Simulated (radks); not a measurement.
Excited configurations of Pd IV: one electron is placed in a higher orbital outside [Kr] 4d6. The ground configuration is [Kr] 4d7. Calculated with a radial shooting solver on a logarithmic mesh with Libxc functionals: scalar-relativistic Kohn-Sham, r2SCAN, spin-polarised, spherical densities, finite nucleus; open shells are filled with parallel spins first (spin-orbit coupling, left out, can overturn this in heavy ions); meta-GGA in the generalised Kohn-Sham scheme; Fermi nuclear charge, rms radius 4.5318 fm. Excitation = E - E(ground); binding = E(ion) - E, where the ion is the core of charge +4; n* = 4/sqrt(2 binding) in atomic units, and the quantum defect is n - n*.

outer orbital  excitation (eV)  binding (eV)  eigenvalue (eV)  <r> (bohr)
5s                       9.548        37.634          -33.683       2.300
5p                      17.820        29.363          -25.893       2.680
5d                      28.101        19.082          -16.555       3.664
6s                      28.673        18.509          -16.653       4.550
6p                      31.640        15.543          -13.935       5.168
6d                      35.858        11.325          -10.019       6.621
7s                      36.084        11.098          -10.030       7.500
7d                      39.645         7.538           -6.732       10.29

The Delta-SCF ionisation energy is 47.183 eV (NIST Atomic Spectra Database: 46 eV, theoretical). Self-interaction in the functional shifts the binding energies and quantum defects, so they are the method's values and not measured ones. Open shells are spherical and high-spin; term and fine-structure splittings are not resolved.
